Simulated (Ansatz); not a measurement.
`N[Si](F)(Cl)Br` + H₂ → `N[SiH](Cl)Br` + H–F at 500 K and 1 bar (hydrogenolysis of the Si–F bond).

Isolated molecules relaxed with PBE0-D4/def2-TZVP in Ansatz; ΔE leaves out vibrations. CCSD(T)/CBS is the MP2 limit (def2-TZVPP, def2-QZVPP) plus CCSD(T) − MP2 in def2-TZVPP, frozen cores. This one scheme is used for every species. For Br outer-core shells are correlated without core-valence functions, which leaves a few kJ/mol of doubt a bond. Scalar relativity is left out up to krypton. One conformer a species, not always the lowest.

| species | CCSD(T)/CBS energy (Eh) | H − E (kJ/mol) | S (J/(mol·K)) |
| --- | --- | --- | --- |
| `N[Si](F)(Cl)Br` | -3478.08790 | 128.8 | 419.9 |
| H₂ | -1.17544 | 41.0 | 145.5 |
| `N[SiH](Cl)Br` | -3378.82013 | 139.0 | 392.9 |
| H–F | -100.39570 | 39.4 | 188.7 |

H − E and S are ideal-gas, rigid-rotor, harmonic terms from PBE0-D4/def2-TZVP, for one conformer and one mirror image of each species. The MP2-based limit puts H₂ 0.8 mEh under its directly extrapolated value; such offsets cancel only in part. 1 Eh = 2625.50 kJ/mol, R = 8.31446 J/(mol·K).

Task: By hand: ΔE, ΔH, ΔS and ΔG.

Result: ΔE = (-3378.82013) + (-100.39570) − (-3478.08790) − (-1.17544) = 0.04751 Eh = 124.7 kJ/mol. Δ(H − E) = 139.0 + 39.4 − 128.8 − 41.0 = 8.6, so ΔH = 133.3 kJ/mol. ΔS = 392.9 + 188.7 − 419.9 − 145.5 = 16.2 J/(mol·K). ΔG = 133.3 − 500 × (16.2)/1000 = 125.2 kJ/mol.

Task: By hand: the equilibrium constant, and the temperature at which ΔG would vanish if ΔH and ΔS stayed fixed.

Result: log₁₀ K = −ΔG/(RT ln 10) = -13.1. ΔG = 0 at ΔH/ΔS = 8228 K, far beyond where these terms or the molecules hold.

ΔH outweighs TΔS. A doubt of 5 kJ/mol in ΔE shifts log₁₀ K by 0.5 here. Other conformers and mirror images would add mixing entropy, several J/(mol·K) or more a flexible species. These are equilibria of isolated gas molecules and say nothing of rates. Largest T1 diagnostic: 0.009 (customary marks: 0.02 for closed shells, 0.045 for open ones).
